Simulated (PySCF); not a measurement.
A structure optimised at PBE0-D3(BJ)/def2-SVP, used in a PySCF frequency run:

```
C
H 1 1.0986
H 1 1.0989 2 107.94
H 1 1.0989 2 107.94 3 -118.35
S 1 1.8333 2 106.64 3 120.83
Mg 5 2.2977 1 103.66 2 180.00
Br 6 2.3504 1 147.93 2 180.00
```
Charge 0, spin multiplicity 1.

**Question.** Write its SMILES, formula and point group.

**Answer.** C[S][Mg][Br], CH3BrMgS, Cs

**Question.** What are its rotational constants (standard atomic weights)?

**Answer.** 14.083, 0.71486, 0.68332 GHz
